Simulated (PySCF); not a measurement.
# Reading the logs of faulty runs: AlClH3OSi cation

These are calculations, not measurements. The program is PySCF 2.14.0, an open-source quantum chemistry code, run on an isolated molecule that a program drew, which may never have been made. The molecule is AlClH3OSi cation (charge +1, singlet), drawn as the SMILES string `[AlH2][O][SiH+]Cl`.

Each row is a Hartree-Fock (HF) and frozen-core CCSD(T) single point in the cc-pV(D+d)Z basis, meant for a local HF minimum. Run 1 is clean. Each other run has one planted mistake out of seven kinds, and not every kind appears here: one electron removed, one electron added, multiplicity raised by two, geometry at a saddle point, minimal basis STO-3G, one bond length entered in bohr, all coordinates scaled. The reference is restricted for singlets and unrestricted otherwise, and also for a bond in bohr. Adding or removing an electron swaps singlet and doublet. Electrons count all cores. HOMO and LUMO are orbital energies over both spins, the gradient is its largest component, and the lowest frequency (negative if imaginary) is given only where the gradient is small. Bond lengths are over the 6 bonds as drawn. T1 is the CCSD diagnostic: over 0.02 (restricted) or 0.045 (unrestricted) a single reference is doubtful.

Geometry of the clean run:
```xyz
7
AlClH3OSi cation, angstrom
Al   -0.1283   -1.1565   -0.4109
O    -0.4049    0.1155   -1.6475
Si   -0.6147    1.2384   -2.6769
Cl    0.1109    3.0372   -2.3932
H    -1.2559   -1.1828    0.6562
H     1.1762   -1.9539   -0.6813
H    -1.3611    0.9994   -3.8977
```

```
run,electrons,basis functions,<S^2>,HOMO (eV),LUMO (eV),gradient (hartree/bohr),lowest frequency (cm^-1),mean bond (Å),longest bond (Å),T1,HF (hartree),CCSD(T) (hartree),mistake
1,54,98,0.000,-16.16,-4.04,1.6e-05,71,1.6416,1.960,0.0150,-1066.84407,-1067.35454,no fault
2,54,98,0.000,-16.21,-3.98,1.1e-02,-,1.6235,1.939,0.0145,-1066.84308,-1067.35191,all coordinates scaled
3,55,98,0.772,-5.62,1.04,7.2e-02,-,1.6416,1.960,0.0143,-1067.02095,-1067.53961,?
4,54,98,0.000,-16.12,-4.15,5.8e-05,-73,1.6422,1.960,0.0145,-1066.84273,-1067.35269,?
```

**Which mistake was planted in run 3, and what did it cost?**

It counts 55 electrons, one more than the clean run, at the same geometry and basis. So the mistake is: one electron added. Subtracting run 1 and multiplying by 627.51 kcal/mol a hartree, the energy moved by -111.0 kcal/mol in HF and -116.1 kcal/mol in CCSD(T).

**Which mistake was planted in run 4, and what did it cost?**

The gradient is small, so the point is stationary, but the lowest frequency is imaginary (-73 cm^-1). So the mistake is: geometry at a saddle point. Subtracting run 1 and multiplying by 627.51 kcal/mol a hartree, the energy moved by 0.8 kcal/mol in HF and 1.2 kcal/mol in CCSD(T).

